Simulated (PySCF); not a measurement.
F6Re, SMILES [F][Re]([F])([F])([F])([F])[F], doublet (CAM-B3LYP/def2-SVP optimised geometry):

```
7

Re     0.000     0.000     0.000
F      0.053    -1.832    -0.002
F     -0.055     1.832     0.000
F      0.055     0.055     1.831
F      1.834     0.000     0.000
F     -1.834     0.001     0.001
F     -0.056    -0.054    -1.831
```

Method: PySCF 2.14.0 with unrestricted CAM-B3LYP/def2-TZVP, def2 effective core potentials past Kr.

### Question
What are the frontier orbital energies (α orbitals alone; a β orbital can be the lowest empty one) and the dipole moment?

### Answer
HOMO-2 -14.53 eV, HOMO-1 -14.37 eV, HOMO -10.55 eV, LUMO -5.04 eV, LUMO+1 -5.04 eV; dipole moment 0.01 D.

On the same geometry unrestricted PBE/def2-TZVP, def2 effective core potentials past Kr (PySCF 2.14.0) gives HOMO-2 -10.68 eV, HOMO-1 -10.68 eV, HOMO -6.56 eV, LUMO -6.42 eV, LUMO+1 -6.42 eV; dipole moment 0.00 D.
